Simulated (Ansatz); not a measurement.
Calculated with Ansatz (gas phase, PBE0-D4/def2-TZVP geometries, no zero-point term in ΔE). CBS: MP2 limit from def2 TZ/QZ plus the TZ coupled-cluster correction, frozen cores. This one scheme is used for every species. DFT in def2-TZVPP. B3LYP here is the variant with VWN-RPA as its local correlation; programs differ in this. Each species was taken in one conformer, which may not be the lowest.

Reaction (formal hydrolysis of a C–F bond): `FC[SiH](F)S` + H₂O → `OC[SiH](F)S` + H–F

`FC[SiH](F)S`:

```xyz
9

F     0.080   -1.554    0.985
C    -0.817   -0.693    0.358
Si    0.071    0.859   -0.241
F     0.320    1.800    1.027
S     1.876    0.319   -1.195
H    -1.609   -0.446    1.074
H    -1.271   -1.225   -0.485
H    -0.756    1.618   -1.204
H     2.106   -0.678   -0.320
```

H₂O:

Z-matrix (Å, degrees):
```
O
H 1 0.960
H 1 0.960 2 105.1
```

`OC[SiH](F)S`:

Z-matrix (Å, degrees):
```
C
Si 1 1.880
O 1 1.425 2 110.3
H 1 1.098 2 111.3 3 124.5
H 1 1.093 2 109.9 3 -117.4
S 2 2.114 1 109.2 3 55.3
F 2 1.607 1 105.1 3 -64.1
H 2 1.481 1 115.4 3 177.9
H 3 0.961 1 108.3 2 66.8
H 6 1.348 2 91.2 1 -31.5
```

H–F:

Cartesian coordinates in Å:
```
F 0.125 0.020 0.442
H -0.125 -0.020 -0.442
```

Problem. Is it downhill or uphill in electronic energy at CCSD(T)/CBS, and by how much? (Estimate.)

Solution. The calculation gave: Downhill: ΔE = -0.06 eV.

Problem. What do these levels give: PBE-D4, PBE0-D4, B3LYP-D4, r2SCAN, HF/def2-TZVPP, CCSD(T)/def2-TZVPP? (An estimate is asked.)

Solution. The calculation gave: PBE-D4 -0.05, PBE0-D4 -0.06, B3LYP-D4 -0.01, r2SCAN -0.01, HF/def2-TZVPP 0.07, CCSD(T)/def2-TZVPP -0.06 eV.

Largest T1 diagnostic among the species: 0.012.

The D4 term adds −0.04 eV with B3LYP and −0.02 eV with PBE0; it sums over pairs of atoms, weighted by their polarisabilities, and B3LYP, whose exchange is more repulsive, gets the larger term. In def2-TZVPP, CCSD(T) changes the Hartree–Fock value by −0.13 eV (the triples alone add −0.02 eV) and MP2 by −0.18 eV.
